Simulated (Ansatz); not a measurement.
`OBS[SiH3]` → `OBS` + `[SiH2]`  (silylene loss)

Computed with Ansatz on PBE0-D4/def2-TZVP structures; ΔE is electronic, products minus reactants. CCSD(T)/CBS adds triple-zeta CCSD(T) − MP2 to the extrapolated MP2 energy (def2 sets, frozen cores). This one scheme is used for every species. DFT in def2-TZVPP. One conformer a species, not always the lowest.

(1) Is it downhill or uphill in electronic energy at CCSD(T)/CBS, and by how much? (An estimate is asked.)

(2) What do these levels give: LDA (SPW92), r2SCAN-D4, ωB97X-V, B2PLYP, r2SCAN, LC-ωPBE? (An estimate is asked.)

Largest T1 diagnostic among the species: 0.014.

Answers

(1) Computed: Uphill: ΔE = +286.9 kJ/mol.

(2) Computed: LDA (SPW92) 318.5, r2SCAN-D4 308.1, ωB97X-V 294.3, B2PLYP 280.1, r2SCAN 306.0, LC-ωPBE 300.4 kJ/mol.

Leaving LDA and LC-ωPBE aside and taking each functional with its dispersion term where it has one, the values, not all of them listed here, spread over 37.4 kJ/mol, from BLYP-D4 to r2SCAN0-D4. LDA lies +34.5 kJ/mol from PBE without D4. From BLYP to BHLYP (50 % exact exchange), in def2-TZVPP and without D4, ΔE moves by +24.6 kJ/mol. In def2-TZVPP, CCSD(T) changes the Hartree–Fock value by +16.0 kJ/mol (the triples alone add +6.4 kJ/mol) and MP2 by +39.5 kJ/mol.
